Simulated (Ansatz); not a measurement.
**Nudged elastic band run: CH4BClO**

Input:

```yaml
crystal:
  periodic: [false, false, false]
  atoms:
    - { symbol: C, position_ang: [-0.230318, 0.997388, 0.136813] }
    - { symbol: B, position_ang: [0.127282, -0.48855, -0.177998] }
    - { symbol: O, position_ang: [0.324016, -1.388898, 0.802536] }
    - { symbol: Cl, position_ang: [0.290232, -1.035876, -1.874592] }
    - { symbol: H, position_ang: [-1.184744, 1.272653, -0.340615] }
    - { symbol: H, position_ang: [0.530215, 1.671416, -0.290456] }
    - { symbol: H, position_ang: [-0.30418, 1.183345, 1.217439] }
    - { symbol: H, position_ang: [0.539598, -2.268477, 0.471173] }
basis:
  gaussian: { orbitals: def2-SVP }
hamiltonian:
  xc: pbe0
  dispersion: d4
neb:
  order_check: false
  images: 7
  f_tol: 0.05
  max_iterations: 60
  spring: 0.1
  final_atoms:
    - { symbol: C, position_ang: [-0.16611447, 0.85219878, 0.1421941] }
    - { symbol: B, position_ang: [-0.03767178, -0.62804337, -0.36277422] }
    - { symbol: O, position_ang: [0.71218555, -1.58449478, 0.21977544] }
    - { symbol: Cl, position_ang: [-0.93283599, -1.13694579, -1.80670161] }
    - { symbol: H, position_ang: [0.09224518, 1.55315076, -0.66786615] }
    - { symbol: H, position_ang: [0.46186043, 1.08425129, 1.01631456] }
    - { symbol: H, position_ang: [-1.21545372, 1.06653587, 0.40459823] }
    - { symbol: H, position_ang: [1.1778858, -1.26365175, 0.99875965] }
  initial_path:
    images:
      - { positions_ang: [[-0.230318, 0.997388, 0.136813], [0.127282, -0.48855, -0.177998], [0.324016, -1.388898, 0.802536], [0.290232, -1.035876, -1.874592], [-1.184744, 1.272653, -0.340615], [0.530215, 1.671416, -0.290456], [-0.30418, 1.183345, 1.217439], [0.539598, -2.268477, 0.471173]] }
      - { positions_ang: [[-0.18082331, 1.01174568, 0.14362884], [0.06219845, -0.48166881, -0.16737231], [0.32998944, -1.39097062, 0.81336639], [0.02466194, -1.04772271, -1.83656182], [-1.01634359, 1.36769485, -0.43526306], [0.64156725, 1.61155959, -0.14315998], [-0.5174279, 0.95049399, 1.0638264], [0.74827872, -2.07813096, 0.50583555]] }
      - { positions_ang: [[-0.13132862, 1.02610335, 0.15044467], [-0.0028851, -0.47478763, -0.15674662], [0.33596288, -1.39304325, 0.82419677], [-0.24090813, -1.05956942, -1.79853164], [-0.84794318, 1.4627367, -0.52991113], [0.75291951, 1.55170318, 0.00413603], [-0.73067581, 0.71764299, 0.9102138], [0.95695945, -1.88778492, 0.54049811]] }
      - { positions_ang: [[-0.08183393, 1.04046103, 0.15726051], [-0.06796865, -0.46790644, -0.14612093], [0.34193632, -1.39511587, 0.83502716], [-0.50647819, -1.07141613, -1.76050146], [-0.67954278, 1.55777856, -0.62455919], [0.86427176, 1.49184677, 0.15143205], [-0.94392371, 0.48479198, 0.7566012], [1.16564017, -1.69743888, 0.57516066]] }
      - { positions_ang: [[-0.03233923, 1.0548187, 0.16407635], [-0.1330522, -0.46102526, -0.13549524], [0.34790976, -1.3971885, 0.84585755], [-0.77204826, -1.08326284, -1.72247128], [-0.51114237, 1.65282041, -0.71920725], [0.97562401, 1.43199036, 0.29872806], [-1.15717162, 0.25194098, 0.6029886], [1.3743209, -1.50709284, 0.60982322]] }
      - { positions_ang: [[-0.06578304, 1.00416372, 0.15860579], [-0.10920709, -0.50277979, -0.19231499], [0.43897871, -1.44401507, 0.68933702], [-0.81224519, -1.09668358, -1.74352886], [-0.36029548, 1.627903, -0.70637197], [0.84718312, 1.34505559, 0.47812469], [-1.17174214, 0.4555897, 0.553391], [1.32521212, -1.44623257, 0.70705733]] }
      - { positions_ang: [[-0.09922685, 0.95350874, 0.15313522], [-0.08536199, -0.54453432, -0.24913473], [0.53004766, -1.49084164, 0.53281649], [-0.85244212, -1.11010432, -1.76458644], [-0.2094486, 1.60298558, -0.6935367], [0.71874222, 1.25812082, 0.65752131], [-1.18631267, 0.65923842, 0.50379341], [1.27610335, -1.3853723, 0.80429143]] }
      - { positions_ang: [[-0.13267066, 0.90285376, 0.14766466], [-0.06151688, -0.58628885, -0.30595447], [0.6211166, -1.53766821, 0.37629596], [-0.89263905, -1.12352505, -1.78564403], [-0.05860171, 1.57806817, -0.68070142], [0.59030132, 1.17118605, 0.83691793], [-1.20088319, 0.86288715, 0.45419582], [1.22699457, -1.32451203, 0.90152554]] }
      - { positions_ang: [[-0.16611447, 0.85219878, 0.1421941], [-0.03767178, -0.62804337, -0.36277422], [0.71218555, -1.58449478, 0.21977544], [-0.93283599, -1.13694579, -1.80670161], [0.09224518, 1.55315076, -0.66786615], [0.46186043, 1.08425129, 1.01631456], [-1.21545372, 1.06653587, 0.40459823], [1.1778858, -1.26365175, 0.99875965]] }
```

Launched with:

```bash
$ ansatz run input.yaml --threads 1 --pin off --max-ram 2048MiB --backend cpu --events-out ev --progress --plain --runs-dir out
```

Output, in part (warnings, iteration lines, the closing report on the highest movable image, with atoms numbered from 0):

```
NEB end point (image 0): max|allowed force component| = 1.128e-2 eV/Å (the criterion of neb.relax_end_points is 1.000e-2)
NEB end point (image 8): max|allowed force component| = 1.774e-2 eV/Å (the criterion of neb.relax_end_points is 1.000e-2)
NEB iter   1: max|band force component| = 1.520e1 eV/Å  barrier→ = 3.7549 eV  barrier← = 3.6575 eV  Δτ_max = 0.1991 Å  (233 SCF iters)
NEB iter   2: max|band force component| = 2.965e0 eV/Å  barrier→ = 2.2773 eV  barrier← = 2.1798 eV  Δτ_max = 0.2000 Å  (202 SCF iters)
NEB iter   3: max|band force component| = 2.438e0 eV/Å  barrier→ = 1.3230 eV  barrier← = 1.2256 eV  Δτ_max = 0.2000 Å  (208 SCF iters)
NEB iter   4: max|band force component| = 2.659e0 eV/Å  barrier→ = 0.7463 eV  barrier← = 0.6489 eV  Δτ_max = 0.1001 Å  (196 SCF iters)
NEB iter   5: max|band force component| = 1.045e0 eV/Å  barrier→ = 0.5753 eV  barrier← = 0.4778 eV  Δτ_max = 0.1971 Å  (203 SCF iters)
NEB iter   6: max|band force component| = 4.968e-1 eV/Å  barrier→ = 0.5182 eV  barrier← = 0.4208 eV  CI = image 3  Δτ_max = 0.1980 Å  (195 SCF iters)
NEB iter   7: max|band force component| = 3.966e-1 eV/Å  barrier→ = 0.5511 eV  barrier← = 0.4536 eV  CI = image 3  Δτ_max = 0.0534 Å  (199 SCF iters)
NEB iter   8: max|band force component| = 2.637e-1 eV/Å  barrier→ = 0.5489 eV  barrier← = 0.4515 eV  CI = image 3  Δτ_max = 0.0799 Å  (201 SCF iters)
NEB iter   9: max|band force component| = 2.166e-1 eV/Å  barrier→ = 0.5481 eV  barrier← = 0.4507 eV  CI = image 3  Δτ_max = 0.1991 Å  (205 SCF iters)
NEB iter  10: max|band force component| = 1.267e-1 eV/Å  barrier→ = 0.5477 eV  barrier← = 0.4503 eV  CI = image 3  Δτ_max = 0.1303 Å  (199 SCF iters)
NEB iter  11: max|band force component| = 3.518e-1 eV/Å  barrier→ = 0.5476 eV  barrier← = 0.4502 eV  CI = image 3  Δτ_max = 0.0653 Å  (166 SCF iters)
NEB iter  12: max|band force component| = 2.920e-1 eV/Å  barrier→ = 0.5476 eV  barrier← = 0.4501 eV  CI = image 3  Δτ_max = 0.0541 Å  (171 SCF iters)
NEB iter  13: max|band force component| = 8.274e-2 eV/Å  barrier→ = 0.5476 eV  barrier← = 0.4501 eV  CI = image 3  Δτ_max = 0.0489 Å  (170 SCF iters)
NEB iter  14: max|band force component| = 4.134e-2 eV/Å  barrier→ = 0.5475 eV  barrier← = 0.4501 eV  CI = image 3  Δτ_max = 0.0000 Å  (351 SCF iters)
Total energy: -16335.57796667 eV, -600.3214176225 hartree
Atom 0 at    -0.210932     0.940194     0.086702 Å, force     0.007222     0.003435     0.000688 eV/Å
Atom 1 at    -0.057703    -0.582649    -0.238960 Å, force    -0.005151    -0.002343     0.000393 eV/Å
Atom 2 at     0.499431    -1.470711     0.622116 Å, force     0.000740    -0.008946     0.000834 eV/Å
Atom 3 at    -0.756280    -1.224019    -1.750227 Å, force     0.000303     0.001210     0.001651 eV/Å
Atom 4 at    -0.440576     1.565308    -0.785651 Å, force    -0.000226     0.000330    -0.001323 eV/Å
Atom 5 at     0.672657     1.334442     0.612494 Å, force    -0.000043     0.000841     0.000597 eV/Å
Atom 6 at    -1.054095     1.034711     0.795624 Å, force    -0.003778    -0.000057    -0.001442 eV/Å
Atom 7 at     1.439598    -1.654274     0.602202 Å, force     0.000932     0.005530    -0.001398 eV/Å
Dipole moment:     0.387974     0.165610     0.194072 e Å
```

It converged. The profile has 2 maxima (images 1, 3) with wells between them (image 2): this band takes more than one step, which may be the mechanism or a detour left from its start path. Another band between the same ends (7 images) ends at a top of the same energy, where a vibrational analysis finds 1 clearly imaginary mode.

Final band:

| image | path coordinate (Å) | energy (eV) |
| --- | --- | --- |
| 0 | 0.00 | 0.00 |
| 1 | 1.40 | 0.02 |
| 2 | 2.85 | 0.00 |
| 3 | 4.09 | 0.55 |
| 4 | 4.38 | 0.43 |
| 5 | 4.66 | 0.21 |
| 6 | 4.95 | 0.11 |
| 7 | 5.23 | 0.10 |
| 8 | 5.52 | 0.10 |

The run took 5.3 min on 1 thread of Intel(R) Xeon(R) Platinum 8375C CPU @ 2.90GHz (Ice Lake), with other jobs on the host, peak memory 0.17 GiB.
